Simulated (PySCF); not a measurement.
## Excitation energy of Hf²⁺ by level of theory

Hf²⁺ [Xe] 4f14 5d2 (3F) → Hf²⁺ [Xe] 4f14 5d1 6s1 (3D), as a difference of total energies. All numbers are calculated (PySCF 2.14, a scalar-relativistic core potential, in aug-cc-pVTZ-PP with one added diffuse shell each of s, p, d, f, g type with ECP60MDF (7s7p6d4f3g, 113 functions)). Correlated levels: valence: 5s2 5p6 frozen. The calculations carry no spin-orbit coupling.

```
           method  excitation energy (cm⁻¹)
              UHF                    2493.7
             PBE0                    2347.7
           r2SCAN                    2867.6
             TPSS                    2931.7
        CAM-B3LYP                    1199.2
          r2SCANh                    2984.2
    MP2 (valence)                    2263.6
SCS-MP2 (valence)                    2417.0
```

How much does correlation contribute at MP2 (valence)?

2263.6 − (2493.7) = -230.1 cm⁻¹, measured against UHF.
